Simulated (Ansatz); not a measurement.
Species: CH$_{3}$BI (charge 0, doublet). It need not be the lowest isomer of its formula. SMILES: C[B]I
Structure (B3LYP-D3(BJ)/def2-TZVP (Ansatz, a program for electronic structure) minimum search):
```xyz
6

C     -2.6788     0.1199     0.1385
B     -1.2994     0.7975     0.2729
I      0.5971    -0.0850    -0.0496
H     -3.4930     0.8348     0.0070
H     -2.7173    -0.6285    -0.6585
H     -2.8662    -0.4089     1.0833
```
Charge 0, spin multiplicity 2.

Computed values are from Ansatz. Valence correlation only, unless marked. Open shells are spin-unrestricted. Spin-orbit coupling is left out. Frozen are the shells of the preceding noble gas and the d and f shells that filled before the atom's block. In def2 rows, elements after Kr have scalar-relativistic effective core potentials. CBS marks a two-point X^-3 extrapolation of the correlation energy; Hartree-Fock from the larger set.

### Question
What is the dipole moment at CCSD(T)/def2-SVPD?

### Answer
1.26 D.

### Question
What is the T1 diagnostic at CCSD/def2-QZVPP?

### Answer
0.017.

### Question
What is the atomisation energy De at CCSD(T)/CBS(def2-TZVPP,def2-QZVPP)?

### Answer
463.5 kcal/mol.

### Question
What is the total energy at CCSD(T)/CBS(def2-TZVPP,def2-QZVPP)?

### Answer
-361.4576 Eh.
